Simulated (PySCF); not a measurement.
ClRb, charge -1, multiplicity 2. Atoms are numbered in the order given.

```xyz
2

Rb     0.0000     0.0000    -0.9461
Cl     0.0000     0.0000     2.0591
```
Charge -1, spin multiplicity 2.

Coordinates come from a PBE0-D3(BJ)/def2-TZVPD optimisation. The multiplicity is an assumed one; other spin states were not compared. The def2 effective core potentials stand for the cores of Rb; spin–orbit coupling is left out.

All values below come from M06-2X/def2-TZVPD (PySCF).

Mulliken values depend strongly on the basis, most of all with diffuse functions as here. ESP charges are fitted to the potential on shells at 1.4 to 2.0 van der Waals radii. Atomic charges (e):

```json
[
 {"atom": "Rb1", "ESP fit": "-0.45", "Mulliken": "-0.06", "Mulliken spin": "0.99"},
 {"atom": "Cl2", "ESP fit": "-0.55", "Mulliken": "-0.94", "Mulliken spin": "0.01"}
]
```
